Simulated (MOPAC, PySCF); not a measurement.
C$_{4}$H$_{8}$Si, SMILES `C1CC12C[SiH2]2`, neutral singlet in the gas phase. 

Z-matrix (Å, degrees):
```
C
C 1 1.4919
H 2 1.0823 1 118.76
H 2 1.0836 3 114.53 1 -145.60
C 1 1.4919 2 60.73 3 107.93
H 5 1.0823 1 118.76 2 -107.93
H 5 1.0836 6 114.53 1 145.60
C 1 1.5273 2 129.06 3 -133.69
H 8 1.0860 1 116.63 2 -109.49
H 8 1.0860 9 112.99 1 -139.24
Si 1 1.8209 2 141.99 3 -30.62
H 11 1.4748 1 120.13 2 130.74
H 11 1.4748 12 113.77 1 152.87
```
Charge 0, spin multiplicity 1.

All levels are single points at this geometry (B3LYP-D3(BJ)/def2-TZVP); Pople sets use spherical d functions. Orbital energies aren't observables, and empty levels follow the basis.

| level | HOMO (eV) | LUMO (eV) | gap (eV) | dipole (D) | vertical IE, Delta-SCF (eV) |
|---|---|---|---|---|---|
| B3LYP-D3(BJ)/def2-TZVP in PySCF | -6.60 | -0.07 | 6.53 | 0.14 | 8.74 |
| B3LYP/3-21G in PySCF | -6.55 | 0.72 | 7.27 | 0.32 | – |
| M06-2X/6-31G* in PySCF | -7.67 | 1.38 | 9.05 | 0.22 | – |
| PBE/6-31G* in PySCF | -5.48 | -0.18 | 5.30 | 0.51 | 8.45 |
| SVWN5/6-31G* in PySCF | -5.58 | -0.33 | 5.26 | 0.52 | 8.61 |
| HF/3-21G in PySCF | -9.31 | 4.07 | 13.38 | 0.17 | – |
| AM1 in MOPAC | -9.84 | 0.66 | 10.50 | 0.25 | – |
| PM3 in MOPAC | -9.31 | 0.32 | 9.64 | 0.10 | – |
| PM6 in MOPAC | -8.99 | -0.07 | 8.92 | 1.32 | – |
